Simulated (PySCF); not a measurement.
PySCF job for C2H11NSi3, SMILES C[SiH2][Si@@H]1CN[SiH2]1, PBE/pcSseg-1. Geometry optimised at r2SCAN-D4/def2-SVP. The structure was generated by enumeration; whether it is a known compound was not checked. One conformer was computed; it need not be the lowest.

```python
import numpy as np
from pyscf import gto, scf, dft
from pyscf.prop.nmr import rks as nmr

mol = gto.M(
    atom='''
    C     3.19150166    0.87187143    0.44140321
    Si    1.69600673   -0.08416050    1.08610178
    Si    0.11732734   -0.49755852   -0.59383951
    C    -0.83442171    1.10717501   -1.14335196
    N    -2.13131044    0.76742676   -0.54660005
    Si   -2.10025645   -0.86803123    0.06272688
    H     3.72146687    0.29733475   -0.33442041
    H     3.90256990    1.08226706    1.25630683
    H     2.88382502    1.83386161    0.00193299
    H     1.00670909    0.70616372    2.15671965
    H     2.13958127   -1.38005053    1.69371788
    H     0.69467203   -1.28192937   -1.73323988
    H    -0.40114442    2.04198002   -0.73429148
    H    -0.86373056    1.21516913   -2.24673956
    H    -2.89466787    1.43292620   -0.63612075
    H    -2.94149062   -1.87640915   -0.66883775
    H    -2.45418368   -1.02107611    1.51301702
    ''',
    basis='pcSseg-1',
    charge=0,
    spin=0,
    max_memory=1600,
    verbose=3,
)
mf = dft.RKS(mol, xc='pbe').density_fit(auxbasis='def2-universal-jkfit')
mf.grids.level = 3
mf.conv_tol = 1e-10
mf.max_cycle = 100
mf.kernel()
n = nmr.NMR(mf)
n.verbose = 2
n.max_cycle_cphf = 60
sigma = n.kernel()
print('atom   isotropic/ppm   span/ppm')
for i, s in enumerate(sigma):
    w = np.linalg.eigvalsh((s + s.T) / 2)
    print(f'{mol.atom_symbol(i):2s}{i + 1:3d} {w.mean():14.3f} {w[2] - w[0]:11.3f}')
```

Output:

```
converged SCF energy = -1005.38492688096
atom   isotropic/ppm   span/ppm
C   1        188.482       8.154
Si  2        401.889      68.901
Si  3        383.910     116.554
C   4        136.460      70.235
N   5        231.944     134.296
Si  6        357.050     166.229
H   7         30.984      11.258
H   8         30.593      12.850
H   9         30.937      10.723
H  10         26.840       8.086
H  11         27.041       8.138
H  12         26.559       7.265
H  13         27.622       9.234
H  14         27.337       9.484
H  15         31.361      22.256
H  16         25.159       8.502
H  17         25.403       7.734
```

The calculation finished and met its thresholds.
